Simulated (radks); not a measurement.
Q: All-electron atom: neutral lead in [Hg] 6p2 (the NIST ground configuration). Method: scalar-relativistic Kohn-Sham, LDA (Slater exchange, Perdew-Zunger correlation), spin-polarised, spherical densities, point nucleus; open shells are filled with parallel spins first (spin-orbit coupling, left out, can overturn this in heavy ions); computed with a radial shooting solver on a logarithmic mesh with Libxc functionals. Some entries of the table are withheld. Estimate them.

orbital,occ.,eigenvalue (eV),r(max) (bohr),<r^2> (bohr^2)
1s up,1,-88069.23,0.009846,0.0003574
1s down,1,-88069.21,0.009846,0.0003574
2s up,1,-15753.33,0.05718,0.005424
2s down,1,-15753.32,0.05718,0.005424
2p up,3,-13515.79,0.04762,0.004620
2p down,3,-13515.78,0.04762,0.004620
3s up,1,-3781.173,0.1613,0.03490
3s down,1,-3781.162,0.1613,0.03490
3p up,3,-3139.811,0.1614,0.03615
3p down,3,-3139.799,0.1614,0.03615
3d up,5,-2485.151,0.1314,0.02994
3d down,5,-2485.141,0.1314,0.02994
4s up,1,-855.2205,0.3623,0.1668
4s down,1,-855.2030,0.3623,0.1668
4p up,3,-645.0193,0.3825,0.1912
4p down,3,-645.0001,0.3825,0.1912
4d up,5,-401.8414,0.3884,0.2146
4d down,5,-401.8201,0.3884,0.2146
5s up,1,-144.3315,0.7878,0.8145
5s down,1,-144.2848,0.7878,0.8143
4f up,7,-133.1538,0.3493,0.2468
4f down,7,-133.1298,0.3493,0.2467
5p up,3,-85.8709,0.8808,1.076
5p down,3,-85.8156,0.8808,1.075
5d up,5,-21.2680,(1),(2)
5d down,5,-21.0807,(3),(4)
6s up,1,-12.5944,1.968,6.082
6s down,1,-11.8002,1.950,5.973
6p up,2,(5),2.648,12.73
6p down,0,(6),2.626,13.49

A: 
(1) 5d up r(max) (bohr): 1.073
(2) 5d up <r^2> (bohr^2): 2.007
(3) 5d down r(max) (bohr): 1.072
(4) 5d down <r^2> (bohr^2): 1.977
(5) 6p up eigenvalue (eV): -4.0434
(6) 6p down eigenvalue (eV): -3.0978
